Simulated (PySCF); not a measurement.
One of the candidates below gave these computed data.

All candidates are C7H16.

* UV, strongest line: among the 10 lowest singlet transitions: S9 at 9.39 eV (132 nm, f = 0.089) [TDDFT CAM-B3LYP/def2-SVPD]
* Rotational structure: rotational constants A, B, C: 4.123, 1.396, 1.291 GHz [PBE0-D3(BJ)/def2-SVP]
* 1H NMR: chemical shifts (computed TMS as zero) by class: 1.42 (2 H), 0.87 (12 H), 0.82 (2 H) ppm [GIAO PBE0/pcSseg-1]
* XPS: C1s 290.1, C1s 290.3 (×4), C1s 290.3 (×2) eV [ΔSCF SCAN, pcX-2 on the ionised atom, pcseg-1 elsewhere, spin-free X2C]
* Valence photoelectron: vertical ionisation energy: 10.64 eV [ΔSCF CAM-B3LYP/def2-SVPD]
* Triplet: lowest triplet excitation (Tamm–Dancoff): 8.40 eV [TDA CAM-B3LYP/def2-SVPD]
* 13C NMR: chemical shifts (computed TMS as zero) by class: 49.5 (1 C), 26.7 (2 C), 23.6 (4 C) ppm [GIAO PBE0/pcSseg-1]

Electronic properties: PySCF, gas phase, density fitting. Levels stand in brackets. One conformer (not necessarily the lowest) at the PBE0-D3(BJ)/def2-SVP geometry, without solvent, vibrations or thermal averaging. NMR classes are plain means over equivalent atoms (diastereotopic ones count apart unless rotation or inversion swaps them), as if these changed places fast.

Question: Which candidate is it?
A. `CC(C)CC(C)C` (2,4-dimethylpentane)
B. `CCC[C@H](C)CC` (3-methylhexane)
C. `CCC(C)(C)CC` (3,3-dimethylpentane)

Answer: A. It is `CC(C)CC(C)C`. Numbering: `[CH3:1][CH:2]([CH3:3])[CH2:4][CH:5]([CH3:6])[CH3:7]`. Its formula, C7H16, gives 0 degrees of unsaturation, so no ring and no π bond. 7 carbons fall into 3 classes; from least to most shielded: chain CH2 carbon [C4] (49.5 ppm), sp3 CH carbon [C2/C5] (26.7 ppm, 2 C), methyl carbon [C1/C3/C6/C7] (23.6 ppm, 4 C, up to 5.2 ppm apart in this geometry). Hydrogen classes from least to most shielded: 2 H on 2 sp3 CH carbons, C2/C5 (1.42 ppm), 12 H on 4 methyl carbons, C1/C3/C6/C7 (0.87 ppm, a mean of values up to 0.9 ppm apart in this geometry), 2 H on a chain CH2 carbon, C4 (0.82 ppm). The core levels belong to: C1s 290.1 eV, chain CH2 carbon [C4]; C1s 290.3 eV, methyl carbon [C1/C3/C6/C7]; C1s 290.3 eV, sp3 CH carbon [C2/C5]. One atom of each topological class was ionised and stands for its class. The first electron is taken from the HOMO, whose largest Löwdin shares are 0.18 on the chain CH2 carbon, 0.15 on each of 2 atoms of one kind (sp3 CH carbon) and 0.10 on a methyl carbon. The optimised geometry has point group C2 and is an asymmetric top.

The others, at the same levels:
- `CCC(C)(C)CC` fails: its computed core binding energies are C1s 290.2 (×2), C1s 290.2 (×2), C1s 290.3, C1s 290.4 (×2) eV, rotational constant A is 2.565 GHz (against 4.123 GHz) and smallest rotational constant is 1.723 GHz (against 1.291 GHz).
- `CCC[C@H](C)CC` fails: it has 7 carbon classes against 3; its computed 13C shifts are 44.5 (1 C), 38.0 (1 C), 34.5 (1 C), 24.4 (1 C), 17.7 (1 C), 16.8 (1 C), 14.2 (1 C) ppm, 1H shifts are 1.45 (1 H), 1.24 (1 H), 1.07 (1 H), 0.98 (3 H), 0.98 (3 H), 0.98 (1 H), 0.87 (1 H), 0.87 (1 H), 0.83 (3 H), 0.79 (1 H) ppm and rotational constant A is 5.819 GHz (against 4.123 GHz).

Each candidate is one conformer, not necessarily the lowest. The conformers computed, where there is a choice (atom-mapped SMILES and torsion angles):
- `[CH3:1][CH:2]([CH3:3])[CH2:4][CH:5]([CH3:6])[CH3:7]`: C1–C2–C4–C5 -57°, C2–C4–C5–C6 178°
- `[CH3:1][CH2:2][C:3]([CH3:4])([CH3:5])[CH2:6][CH3:7]`: C1–C2–C3–C4 64°, C2–C3–C6–C7 -57°
- `[CH3:1][CH2:2][CH2:3][C@H:4]([CH3:5])[CH2:6][CH3:7]`: C1–C2–C3–C4 -176°, C2–C3–C4–C5 -64°, C3–C4–C6–C7 -171°
